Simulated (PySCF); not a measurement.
**Correlation energy of V⁻ (vanadium, charge -1)**

Starting occupation: [Ar] 3d4 4s2, 3d3/2 with m_j = -3/2, -1/2, +1/2, +3/2. Computed with PySCF 2.14 in x2c-SVPall-2c with one added diffuse shell each of s, d type (6s5p4d1f, 48 functions), with X2C-1e with screened-nucleus spin-orbit coupling, Gaussian nucleus. Frozen: [Ne]; 14 electrons correlated; the 6 highest virtual spinors left out.

MP2 pair energies summed by pair of shells (mhartree):

```json
{"pair": "3p-3p", "energy": "-79.69", "share (%)": "34.4"}
{"pair": "3d-3p", "energy": "-74.35", "share (%)": "32.1"}
{"pair": "3d-3d", "energy": "-36.81", "share (%)": "15.9"}
{"pair": "3p-3s", "energy": "-9.99", "share (%)": "4.3"}
{"pair": "3d-4s", "energy": "-9.09", "share (%)": "3.9"}
{"pair": "3p-4s", "energy": "-6.67", "share (%)": "2.9"}
{"pair": "3d-3s", "energy": "-6.27", "share (%)": "2.7"}
{"pair": "4s-4s", "energy": "-5.25", "share (%)": "2.3"}
{"pair": "3s-3s", "energy": "-3.01", "share (%)": "1.3"}
{"pair": "3s-4s", "energy": "-0.37", "share (%)": "0.2"}
```

Total MP2 correlation energy: -231.50 mhartree.

The GHF reference relaxed away from the jj start to a determinant that is no pure jj level (⟨S²⟩ = 6.49, ⟨J²⟩ = 4.46); the energies belong to that determinant.

The Hartree-Fock reference does not bind the outermost electron (its level is positive or very diffuse), so these energies belong to a reference that the basis holds together.

This basis was not built for core-valence correlation, so the inner-shell part is incomplete.
